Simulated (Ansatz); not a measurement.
System: sum formula H$_{4}$SiNO$_{2}$, charge 0, multiplicity 2. It need not be the lowest isomer of its formula. 
Structure (B3LYP-D3(BJ)/def2-TZVP (Ansatz, a quantum-chemistry and plane-wave program) minimum search):
```xyz
8

N      1.5268    -0.2105    -0.2411
Si    -0.1484     0.1009    -0.3227
O     -0.8506    -1.3394     0.1036
O     -0.3794     1.3603     0.7307
H      1.9150    -1.0706    -0.5924
H      2.1963     0.5414    -0.2180
H     -1.7392    -1.4964    -0.2259
H     -1.1430     1.9200     0.5676
```
Charge 0, spin multiplicity 2.

Dipole moments at this geometry, in debye (magnitudes).

```csv
level,program,dipole (D)
revPBE/def2-TZVPD,Ansatz,1.41
r2SCAN/def2-TZVPD,Ansatz,1.52
B97M-V/def2-TZVPD,Ansatz,1.52
BHLYP/def2-TZVPD,Ansatz,1.89
r2SCAN0/def2-TZVPD,Ansatz,1.70
HSE06/def2-TZVPD,Ansatz,1.62
LC-wPBE/def2-TZVPD,Ansatz,1.79
wB97X-V/def2-TZVPD,Ansatz,1.67
CCSD(T)/aug-cc-pV(D+d)Z,Ansatz,1.68
```
